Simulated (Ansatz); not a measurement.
Relative stability

The two ends of one reaction step of GeH6SO2, singlet (PBE0-D4/def2-TZVP).

A:

Ge1  (-1.231, -0.761, -0.027)
S2  (2.764, -0.645, -0.319)
H3  (-0.758, -0.739, -1.483)
H4  (-0.896, -2.066, 0.701)
H5  (-2.712, -0.372, 0.098)
H6  (1.811, -0.017, 0.398)
O7  (-0.269, 0.467, 0.906)
O8  (-0.466, 1.703, 0.195)
H9  (2.585, 0.173, -1.367)
H10  (-0.829, 2.257, 0.897)
(Å)

B:

```csv
atom,x (Å),y (Å),z (Å)
Ge1,-0.4640,-1.6299,-0.6313
S2,1.5178,-0.7069,-0.1570
H3,-0.6037,-1.7674,-2.1532
H4,-0.4088,-3.0084,0.0362
H5,-1.5890,-0.7689,-0.0491
H6,0.4384,0.7626,1.3536
O7,-0.1630,1.5005,1.5684
O8,-0.2082,2.1778,0.3144
H9,1.2459,0.4346,-0.8161
H10,0.2346,3.0060,0.5342
```

Computed with Ansatz 0.2.0 (basis: def2-TZVPP); correlated methods freeze the cores. Filled d shells of the heavier atoms are correlated. The def2 sets are not built for correlating such inner shells, so the correlated values are less sure here. B3LYP uses VWN-RPA correlation.

**Question.** Which structure is lower at CCSD(T), and by how much? (Judge from chemistry; the value comes from the calculation.)

**Answer.** Computed: B, by 26.6 kJ/mol (electronic energy, against the other). By their contacts, A is a complex of GeH₄O₂ ([OH][O][GeH3]) + H₂S and B is a complex of GeH₄S ([SH][GeH3]) + H₂O₂ ([OH][OH]).

All methods give the same order:

```
      method  E(B) − E(A) (kJ/mol)
       SPW92                 -40.3
      PBE-D4                 -36.7
     BLYP-D4                 -24.7
   r2SCAN-D4                 -31.1
      B97M-V                 -24.7
     PBE0-D4                 -39.8
    B3LYP-D4                 -28.2
  r2SCAN0-D4                 -35.6
    BHLYP-D4                 -29.3
CAM-B3LYP-D4                 -24.9
     wB97X-V                 -28.1
     wB97M-V                 -30.6
      B2PLYP                 -25.4
    PBE-QIDH                 -35.7
  RPA on PBE                 -21.4
          HF                 -21.4
         MP2                 -28.5
        CCSD                 -26.1
     CCSD(T)                 -26.6
```

The T1 diagnostic stays at or below 0.013.

Labels in which every atom is bracketed show which atoms are joined, not bond orders.

For scale, one of the runs: CCSD(T)/def2-TZVPP, 236 basis functions, launched by `ansatz run in.yaml --threads 8 --pin off --events-out ev --progress --plain --max-ram 19148MiB`. Time: 22 s of wall clock on 8 CPU threads of an Intel Xeon 6975P-C; the host was shared. Peak host memory: 4.9 GiB.
